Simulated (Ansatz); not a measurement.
The inner images of a band of H₅N₂PSi (9 atoms, charge 0, multiplicity 1) are given out of order.

The calculation used RKS PBE/def2-SVP in Ansatz.

Image 0:

```xyz
9
Properties=species:S:1:pos:R:3
N -1.021 1.250 -0.319
Si 0.402 0.432 0.224
N 0.863 -0.948 -0.682
P 0.698 -1.656 0.998
H -1.804 0.697 -0.679
H -1.354 2.065 0.204
H 1.371 1.480 0.681
H 1.607 -1.237 -1.321
H -0.674 -2.130 0.877
```

Image 8:

```xyz
9
Properties=species:S:1:pos:R:3
N -1.023 1.252 -0.317
Si 0.399 0.429 0.222
N 0.851 -0.953 -0.691
P 0.698 -1.657 0.996
H -1.353 2.066 0.208
H -1.805 0.703 -0.683
H 1.374 1.473 0.677
H 1.618 -1.225 -1.310
H -0.672 -2.134 0.881
```

Problem. Put them in order from the first end to the last, with their energies above the first end.
A.
```xyz
9
Properties=species:S:1:pos:R:3
N -1.082 1.185 -0.228
Si 0.388 0.415 0.226
N 0.908 -0.948 -0.681
P 0.700 -1.667 0.990
H -1.939 0.671 -0.434
H -1.242 2.181 -0.071
H 1.336 1.494 0.651
H 1.681 -1.218 -1.294
H -0.662 -2.159 0.824
```
B.
```xyz
9
Properties=species:S:1:pos:R:3
N -1.064 1.319 -0.126
Si 0.424 0.485 0.227
N 0.809 -0.948 -0.710
P 0.638 -1.585 1.006
H -1.876 1.043 0.433
H -1.336 1.334 -1.115
H 1.545 1.429 0.521
H 1.709 -1.157 -1.156
H -0.759 -1.968 0.903
```
C.
```xyz
9
Properties=species:S:1:pos:R:3
N -1.028 1.324 -0.214
Si 0.429 0.482 0.237
N 0.789 -0.932 -0.724
P 0.650 -1.607 0.985
H -1.758 1.409 0.499
H -1.451 0.981 -1.083
H 1.537 1.425 0.583
H 1.671 -1.145 -1.201
H -0.750 -1.983 0.903
```
D.
```xyz
9
Properties=species:S:1:pos:R:3
N -1.007 1.294 -0.290
Si 0.424 0.462 0.233
N 0.799 -0.935 -0.719
P 0.670 -1.632 0.983
H -1.575 1.778 0.411
H -1.611 0.752 -0.916
H 1.476 1.446 0.643
H 1.635 -1.171 -1.260
H -0.722 -2.039 0.898
```
E.
```xyz
9
Properties=species:S:1:pos:R:3
N -1.145 1.180 -0.021
Si 0.389 0.434 0.243
N 0.912 -0.928 -0.678
P 0.709 -1.636 0.993
H -1.960 0.608 -0.252
H -1.201 2.109 -0.446
H 1.360 1.519 0.591
H 1.680 -1.208 -1.292
H -0.658 -2.125 0.846
```
F.
```xyz
9
Properties=species:S:1:pos:R:3
N -1.088 1.289 -0.061
Si 0.417 0.470 0.221
N 0.837 -0.962 -0.696
P 0.626 -1.587 1.018
H -1.932 0.808 0.261
H -1.253 1.663 -1.002
H 1.515 1.447 0.501
H 1.732 -1.185 -1.145
H -0.765 -1.990 0.885
```
G.
```xyz
9
Properties=species:S:1:pos:R:3
N -1.121 1.233 -0.016
Si 0.404 0.451 0.222
N 0.868 -0.959 -0.694
P 0.653 -1.604 1.012
H -1.964 0.654 0.023
H -1.209 1.937 -0.755
H 1.448 1.484 0.505
H 1.736 -1.196 -1.184
H -0.726 -2.047 0.869
```

Solution. A (+0.023 eV), E (+0.043 eV), G (+0.068 eV), F (+0.108 eV), B (+0.131 eV), C (+0.095 eV), D (+0.029 eV).

Time of the run: 3.4 min on 1 thread of Intel(R) Xeon(R) Platinum 8488C (Sapphire Rapids), on a shared host, peak memory 0.14 GiB.
